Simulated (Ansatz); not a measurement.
Be9O9, a nanocrystal cut from wurtzite BeO (bare): single points at one geometry.

```yaml
crystal:
  periodic: [false, false, false]
  atoms:
    - {symbol: Be, position_ang: [0.022978, -1.551981, -1.284471]}
    - {symbol: O, position_ang: [-1.424285, -0.786883, -1.431335]}
    - {symbol: O, position_ang: [-0.336202, -2.438576, 0.001327]}
    - {symbol: Be, position_ang: [-1.613910, -1.452370, 0.004104]}
    - {symbol: Be, position_ang: [0.029051, -1.551470, 1.285084]}
    - {symbol: O, position_ang: [-1.417498, -0.786293, 1.438359]}
    - {symbol: Be, position_ang: [-1.359565, 0.753165, -1.281670]}
    - {symbol: O, position_ang: [-1.943636, 1.510432, 0.004288]}
    - {symbol: Be, position_ang: [-1.353487, 0.753671, 1.287733]}
    - {symbol: O, position_ang: [1.388407, -0.837583, -1.437968]}
    - {symbol: Be, position_ang: [2.065352, -0.671732, -0.004742]}
    - {symbol: O, position_ang: [1.395219, -0.836993, 1.431769]}
    - {symbol: Be, position_ang: [1.327160, 0.797663, -1.287421]}
    - {symbol: O, position_ang: [0.025746, 1.623908, -1.435717]}
    - {symbol: O, position_ang: [2.279765, 0.928168, -0.005593]}
    - {symbol: Be, position_ang: [-0.450955, 2.124213, 0.000613]}
    - {symbol: Be, position_ang: [1.333270, 0.798204, 1.280768]}
    - {symbol: O, position_ang: [0.032559, 1.624445, 1.434869]}
basis:
  gaussian: {orbitals: def2-TZVP, initial_orbitals: start.molden}
correlation: {method: mp2}
scf: {omitted_lower_state_checks: [starts]}
output: {orbitals: {seedname: orbitals}}
```

The file start.molden holds the orbitals of an earlier run on this structure, at another level or in another basis.

```sh
$ ansatz run in.yaml --threads 2 --pin off --events-out ev --progress --plain --max-ram 22528MiB --backend cuda --devices 0, --max-vram 18GiB
```

Shortened log:

```
Functional definition: HF
3213 factors; integrals over basis functions are off by at most 2.8e-4 eV
mean field evaluation 1: about -21959.1788 eV, gradient 4.4e1 eV
mean field evaluation 2: about -21961.3818 eV, gradient 2.2e0 eV
mean field evaluation 4: about -21962.3029 eV, gradient 3.3e0 eV
mean field evaluation 8: about -21962.3186 eV, gradient 6.7e-4 eV
mean field -21962.31861324 eV, -807.1003224425 hartree, gradient 9.7e-6 eV, S^2 0.000000; 0 other end points of the search recorded, 0 dependent functions left out
9 core orbitals not correlated: weight in the atoms' cores, before any rotation towards them, 1.000 or more for the frozen orbitals, at most 0.000 for the correlated occupied ones
reference -21962.31861324 eV, -807.1003224425 hartree; 45, 45 occupied and 396, 396 virtual orbitals, 3213 factors
second order -74.73601243 eV of doubles, -0.00000000 eV of singles
Total energy: -22037.05462567 eV, -809.8468202414 hartree
Checks for a lower state left out: starts
```

Hardware: 2 threads of AMD EPYC 7R13 on a shared host and a share (18 GiB) of an NVIDIA H100 80GB HBM3. Wall time 2.9 s, peak host memory 0.94 GiB.

Geometry: PBE-D4/def2-SVP.

Correlated methods freeze 9 core orbitals.
